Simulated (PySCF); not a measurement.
## HgH2(H2S) at several levels of theory

Computed with PySCF 2.14.0 (density fitting, no spin-orbit coupling) at the geometry relaxed with PBE:

```xyz
6
HgH2(H2S) (singlet)
Hg    0.4811    0.7692    0.0000
H     2.0338    0.1646    0.0000
H    -1.0532    1.4341    0.0000
S    -1.1667   -2.2522    0.0000
H    -1.9279   -1.6798    0.9736
H    -1.9279   -1.6798   -0.9736
```

```tsv
level	basis	state	HOMO (eV)	gap (eV)	charge on Hg1 (e)	dipole about the centre of mass (D)	largest force component (eV/Å)
PBE	Hg def2-SVP with ECP60, H def2-SVP, S def2-SVP	singlet	-6.37	5.35	0.12	1.59	0.01
CAM-B3LYP	the same	singlet	-8.92	9.30	0.17	1.51	0.44
PBE	Hg def2-TZVP with ECP60, H def2-TZVP, S def2-TZVP	singlet	-6.48	5.17	0.14	1.28	0.25
PBE	Hg x2c-SVPall, H x2c-SVPall, S x2c-SVPall	singlet	-6.34	5.12	-0.15	1.59	0.08
```

Charges are Mulliken's, which hang on the basis. The relaxation used the grid (50, 194), these runs (75, 302) or, all-electron (x2c bases, spin-free X2C Hamiltonian), (99, 590).

**Question.** A further run in the first row's basis gives HOMO (eV) -7.02, gap (eV) 6.43, charge on Hg1 (e) 0.23, dipole about the centre of mass (D) 1.53, largest force component (eV/Å) 0.35. Which level was it?
A. TPSSh
B. revPBE
C. M06-L

**Answer.** A. The others give HOMO -6.65 eV (M06-L); -6.34 eV (revPBE).

In the first row's basis the gap widens with exact exchange: 5.4 to 6.2 eV for PBE, revPBE, M06-L (none); 6.4 eV for TPSSh (a fixed share); 9.3 eV for CAM-B3LYP (rising or full at long range).
